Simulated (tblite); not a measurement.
Species: C3H13Si3 (doublet state).
Z-matrix (Å and degrees, GFN2-xTB geometry), rows numbered from 1:
```
C 
C   1  1.5253
Si  2  1.9079  1  111.89
C   3  1.9082  2  113.51  1   -91.51
Si  4  1.9046  3  109.97  2   -73.80
Si  4  1.9049  3  114.19  2    54.20
H   1  1.0899  2  110.92  3   179.95
H   1  1.0884  2  110.73  3    59.67
H   1  1.0884  2  110.57  3   -60.23
H   2  1.0914  1  109.28  3  -121.22
H   2  1.0911  1  108.71  3   122.87
H   3  1.4746  2  109.84  1    33.67
H   4  1.0942  3  105.91  2   171.28
H   5  1.4660  4  108.84  3   -55.90
H   5  1.4650  4  110.38  3    63.92
H   5  1.4674  4  111.13  3  -176.19
H   6  1.4676  4  109.63  3    50.69
H   6  1.4655  4  110.00  3   -69.55
H   6  1.4647  4  110.10  3   170.23
```

Level: GFN2-xTB in tblite, geometry and Hessian alike; calculated harmonic values, unscaled, isolated species. Against measured fundamentals such values can be off by several per cent, at times by over 20. Modes of hydrogen on silicon can be 10 to 20 % off. One conformer, not necessarily the lowest. Open shells enter through the occupations alone, without spin polarisation, and single modes of such species can be off by tens of per cent.

Harmonic wavenumbers (cm⁻¹): 40.7, 71.7, 111.2, 121.3, 147.6, 161.5, 167.4, 225.1, 265.4, 285.0, 471.6, 481.5, 507.4, 515.1, 529.3, 596.9, 652.6, 704.5, 728.9, 778.7, 782.0, 794.6, 800.1, 805.5, 813.2, 823.3, 832.0, 982.7, 1019.6, 1062.5, 1066.1, 1076.7, 1243.2, 1287.9, 1417.3, 1487.2, 1511.1, 1514.7, 2143.6, 2215.3, 2222.5, 2231.4, 2238.1, 2246.0, 2249.8, 2914.8, 2967.2, 2982.8, 3001.2, 3021.6, 3027.7.

A = 2066, B = 1194, C = 929.7 MHz; mass 133.033 u (most abundant isotopes); point group C1, symmetry number 1; spin multiplicity 2.

Q: Zero-point energy?

A: Half the sum of the wavenumbers: 30173 cm⁻¹ = 360.95 kJ/mol.

Q: What is S at 200 K and 1 bar for an ideal gas of classical rigid rotors and harmonic oscillators?

A: Translation 161.55, rotation 117.73, vibration 97.10, spin (R ln 2) 5.76: S = 382.1 J/(mol K).

Q: And Cp and H(200 K) − H(0)?

A: Cp = 137.05 J/(mol K), of which vibrations give 103.79 (their classical limit is 51 R = 424.0); H(200 K) − H(0) = 17.27 kJ/mol without the zero-point energy, 10.62 from vibrations.

Q: Blend soft modes into free rotors: weight 1/[1 + (100 cm⁻¹/ν̃)⁴] for the oscillator and the rest for a rotor with moment μB/(μ + B), μ = h/(8π²ν), B = 10⁻⁴⁴ kg m². What vibrational entropy results?

A: 91.07 J/(mol K) in place of 97.10, which changes −T·S at 200 K by +1.21 kJ/mol.

Q: Which modes carry the vibrational entropy at 200 K?

A: 40.7 cm⁻¹: 18.56; 71.7 cm⁻¹: 13.91; 111.2 cm⁻¹: 10.39; 121.3 cm⁻¹: 9.71; 147.6 cm⁻¹: 8.20; 161.5 cm⁻¹: 7.52 J/(mol K); the other 45 give 28.82 together.

Q: What must be added to the electronic energy to get the Gibbs energy at 200 K and 1 bar?

A: ZPE + [H(200 K) − H(0)] − T·S = 360.95 + 17.27 − 76.43 = 301.79 kJ/mol.

Q: How do the functions run with temperature in this model?

A: 
```tsv
T (K)	S (J/(mol K))	Cp (J/(mol K))	H − H(0) (kJ/mol)	G − H(0) (kJ/mol)	ln q(vib)
50	254.3	60.1	2.18	-10.54	0.61
100	305.7	89.5	5.97	-24.60	2.08
298.15	445.8	184.1	33.07	-99.85	8.40
373.15	490.6	215.4	48.08	-134.98	10.73
500	559.8	257.9	78.22	-201.68	14.57
750	676.4	316.8	150.58	-356.69	21.63
1000	773.2	355.8	234.99	-538.23	28.01
```

q(vib) and H(0) count from the zero-point level.

Hindered rotation and anharmonicity are outside this model. Other conformers, if any are populated, would add a mixing term that is left out. The structure is chiral; the term R ln 2 for an equal mix with its mirror image is left out.
